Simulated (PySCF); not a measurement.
C3H7FSi, SMILES FC1C[SiH2]C1. Geometry: PBE-D3(BJ)/def2-SVP. The structure was generated by enumeration, and PubChem lists no compound with its InChIKey, so it may never have been made.

Computed equilibrium geometry at PBE-D3(BJ)/def2-SVP (PySCF confirms it by a frequency run) as Cartesian coordinates in Å, and its point group:
point group Cs.
```xyz
12

F     -2.1465     0.1447     0.0000
C     -0.8517    -0.3641     0.0000
C      0.0127     0.0956    -1.1952
Si     1.5032     0.0024     0.0000
C      0.0127     0.0956     1.1952
H     -0.9374    -1.4757     0.0000
H     -0.0752    -0.4828    -2.1332
H     -0.2038     1.1650    -1.4043
H      2.4995     1.1272     0.0000
H      2.2276    -1.3147     0.0000
H     -0.0752    -0.4828     2.1332
H     -0.2038     1.1650     1.4043
```
